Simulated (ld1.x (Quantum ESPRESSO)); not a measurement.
Transferability test, PAW potential for Pb

```
Element                 : lead (Pb)
Generator               : ld1.x (Quantum ESPRESSO) 7.5
Type                    : PAW
Functional              : PBE
Relativity              : scalar-relativistic
Frozen core             : [Xe] 4f14
Valence charge          : 14
Reference configuration : 5d10 6s2 6p2
Partial waves           : 6s (bound): rcut 1.80, rcutus 2.30 bohr; 6s channel at -0.55 Ry: rcut 1.80, rcutus 2.30 bohr; 6p (bound): rcut 2.20, rcutus 2.55 bohr; 6p channel at 0.5 Ry: rcut 2.20, rcutus 2.55 bohr; 5d (bound): rcut 1.35, rcutus 1.85 bohr; 5d channel at -0.75 Ry: rcut 1.35, rcutus 1.85 bohr
Local potential         : all-electron potential smoothed inside 1.90 bohr (lloc = -1)
Core correction         : Bessel-smoothed model core inside 1.20 bohr
Augmentation charge     : BESSEL, radius 0.95 bohr
```

Energies are relative to the spin-unpolarised reference configuration 5d10 6s2 6p2; without spin polarisation the order of configurations can differ from experiment.

```tsv
valence configuration	charge	ΔE all-electron (eV)	error AE − PS (meV)
5d10 6s2 6p0	+2	20.020	-16
5d10 6s1 6p0	+3	52.430	+181
5d10 6s0 6p0	+4	95.133	-9.4
5d10 6s1 6p2	+1	16.103	+100
5d10 6s0 6p4	0	17.835	+8.4
```

(1) What are ΔE and the potential's error for 5d10 6s2 6p1?

(2) What are ΔE and the potential's error for 5d10 6s2 6p2.3?

Results:

(1) ΔE = 6.575 eV all-electron; the error (AE − PS) is -3.2 meV.

(2) ΔE = -0.799 eV all-electron; the error (AE − PS) is +0.4 meV.
